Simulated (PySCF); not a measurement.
Molecule: `CS/C(C)=C/C(C)=O`, C₆H₁₀OS.

Atoms are numbered as in `[CH3:1][S:2]/[C:3]([CH3:4])=[CH:5]/[C:6]([CH3:7])=[O:8]`; H(Xn) means a hydrogen on atom n.

Geometry PBE0-D3(BJ)/def2-SVP throughout; GIAO in PySCF, gas phase, one conformer, non-relativistic; equivalent atoms averaged; basis pcSseg-1.

For orientation, B97-D gives these shifts δ (against TMS, CS2 at the same level): C6 184.9, C3 164.3, C5 111.1, C7 32.6, C4 27.5, S2 76.3, H(C5) 5.38, H(C4) 2.49, H(C1) 2.12 ppm.

A run gave: C6 189.6, C3 167.8, C5 114.6, C7 33.3, C4 27.6, S2 70.8, H(C5) 5.47, H(C4) 2.48, H(C1) 2.09 ppm (shifts δ (against TMS, CS2 at the same level)).

**Question.** Which functional was used in that run?
A. LC-wPBE
B. KT2
C. BLYP
D. PBE

**Answer.** D. C3 tells them apart best: PBE gives 167.8, KT2 gives 158.8, BLYP gives 171.0, LC-wPBE gives 177.7 ppm.
